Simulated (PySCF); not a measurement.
A made-up structure of ZnBHS, singlet:

```
atom    x (Å)    y (Å)    z (Å)
  S1  -2.9930   1.2822   0.2854
  B2   0.9502  -0.4076  -0.0924
 Zn3  -0.9148   0.3906   0.0868
  H4   2.0030  -0.8594  -0.1927
```

It is relaxed with PBE-D4/def2-SVP and then PBE0-D4/def2-TZVP (PySCF 2.14 with density fitting (its default auxiliary sets; JK sets also for MP2 and CCSD(T))). Atoms count as bonded within 1.22 times the sum of their covalent radii (H–H: 0.88 Å). The end point is not checked to be a true minimum.

(1) Does its bonding change? (Judge from chemistry; the calculation decides.)

Answers

(1) Computed: No: no bond forms or breaks.

Where it ends: The first stage lowers the energy by 0.40 eV in 12 steps. It ends as ZnBHS ([BH][Zn][S]):
| atom | x (Å) | y (Å) | z (Å) |
| --- | --- | --- | --- |
| S1 | -2.7958 | 1.1578 | 0.2501 |
| B2 | 0.8838 | -0.3561 | -0.0867 |
| Zn3 | -0.9227 | 0.3872 | 0.0786 |
| H4 | 1.9805 | -0.8074 | -0.1869 |

Labels in which every atom is bracketed show which atoms are joined, not bond orders.

For scale, one of the runs: PBE0-D4/def2-TZVP relaxation, 122 basis functions, launched by `OMP_NUM_THREADS=2 python run.py`. Time: 47 s of wall clock on 2 CPU threads of an AMD EPYC 7B13; the host was shared. Peak host memory: 1.2 GiB.
